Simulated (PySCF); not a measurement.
Compound: CH7F3Si3.
Bonds: F1–C2, C2–F3, C2–F4, C2–Si5, Si5–Si6, Si5–Si7. Hydrogens: H8 on Si5; H9, H10, H11 on Si6; H12, H13, H14 on Si7.

The closed-shell SCF was solved with PySCF and density fitting under several settings on one GFN2-xTB geometry (grid level 2 and gas phase unless stated).

```csv
settings,basis functions,SCF cycles,E (Eh),HOMO (eV),LUMO (eV),dipole (D)
PBE0/pcSseg-1,175,12,-1209.5586,-8.89,-1.12,2.53
PBE0/def2-SVPD,217,12,-1209.1096,-8.84,-1.15,2.63
"wB97X/6-31++G**, IEF-PCM acetone, start guess vsap",180,10,-1210.1982,-10.82,1.07,3.52
"BP86/ANO-RCC-VDZP, IEF-PCM chloroform",145,13,-1210.1526,-7.57,-1.77,3.03
"B97-D/pcSseg-0, fitting basis def2-universal-jkfit",89,10,-1208.3055,-7.80,-1.74,2.48
HCTH407/MINI,54,13,-1203.1844,-8.80,-3.60,1.41
```

Estimate the rows for these settings: (1) B97-D/def2-SVPD, grid level 3; (2) PBE0/IGLO-II, energy threshold 1e-06 Eh, start guess sap.

| settings | basis functions | SCF cycles | E (Eh) | HOMO (eV) | LUMO (eV) | dipole (D) |
| --- | --- | --- | --- | --- | --- | --- |
| B97-D/def2-SVPD, grid level 3 | 217 | 14 | -1209.6009 | -7.67 | -1.77 | 2.45 |
| PBE0/IGLO-II, energy threshold 1e-06 Eh, start guess sap | 235 | 9 | -1209.6745 | -8.86 | -1.16 | 2.56 |

Over all rows, what range does the HOMO–LUMO gap span?

From 5.20 eV (HCTH407/MINI) to 11.89 eV (wB97X/6-31++G**, IEF-PCM acetone, start guess vsap). The functional of the narrowest has no exact exchange, that of the widest range-separated exact exchange.

And the dipole moment?

From 1.41 D (HCTH407/MINI) to 3.52 D (wB97X/6-31++G**, IEF-PCM acetone, start guess vsap); the largest is 2.50 times the smallest, and the median is 2.54 D.

Compare two rows with the functional PBE0: PBE0/IGLO-II, energy threshold 1e-06 Eh, start guess sap and PBE0/def2-SVPD. Which energy is lower, and by how much?

PBE0/IGLO-II, energy threshold 1e-06 Eh, start guess sap (235 functions) lies 0.5649 Eh or 354 kcal/mol below PBE0/def2-SVPD (217 functions).

B97-D ran without the empirical dispersion term, which would shift the total energy alone. Cycle counts include a coarse-grid stage where the run had one. All basis functions are spherical, in the Pople sets too. ANO-RCC sets were contracted for a scalar-relativistic Hamiltonian, but ran non-relativistically here. The species at its GFN2-xTB geometry.

Shape of the structure used: `[F:1][C:2]([F:3])([F:4])[SiH:5]([SiH3:6])[SiH3:7]`: F1–C2–Si5–Si6 -175°.
